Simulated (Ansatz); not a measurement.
C2H3ClFI (`CC(F)(Cl)I`) at its PBE0-D4/def2-TZVP geometry, where that method's forces vanish. Charge 0, multiplicity 1. I takes the def2 core potential.

```csv
atom,x (Å),y (Å),z (Å)
C1,-0.7492,0.0684,-0.3996
C2,0.6104,-0.1305,0.2058
F3,1.0519,-1.3800,-0.0463
Cl4,1.7841,1.0080,-0.4694
I5,0.5307,0.1004,2.3633
H6,-1.4420,-0.6610,0.0210
H7,-1.1120,1.0736,-0.1954
H8,-0.6738,-0.0789,-1.4795
```

Q: For each bond, give half the difference of the two atoms' forces along it (eV/Å; positive pushes the atoms apart) under PBE-D4, r2SCAN-D4, B3LYP-D4, ωB97M-V in def2-TZVPP. (Estimate.)

A: Ansatz gave: 
| bond | length (Å) | PBE-D4 | r2SCAN-D4 | B3LYP-D4 | ωB97M-V |
| --- | --- | --- | --- | --- | --- |
| C1–C2 | 1.502 | -0.10 | -0.04 | 0.03 | 0.13 |
| C1–H6 | 1.090 | 0.10 | -0.04 | -0.08 | -0.08 |
| C1–H7 | 1.088 | 0.09 | -0.04 | -0.07 | -0.06 |
| C1–H8 | 1.093 | 0.11 | -0.03 | -0.07 | -0.10 |
| C2–F3 | 1.349 | 0.54 | 0.23 | 0.32 | 0.28 |
| C2–Cl4 | 1.769 | 0.22 | 0.17 | 0.24 | 0.06 |
| C2–I5 | 2.171 | 0.23 | 0.20 | 0.18 | -0.25 |

B3LYP here is the variant with VWN-RPA as its local correlation; programs differ in this.
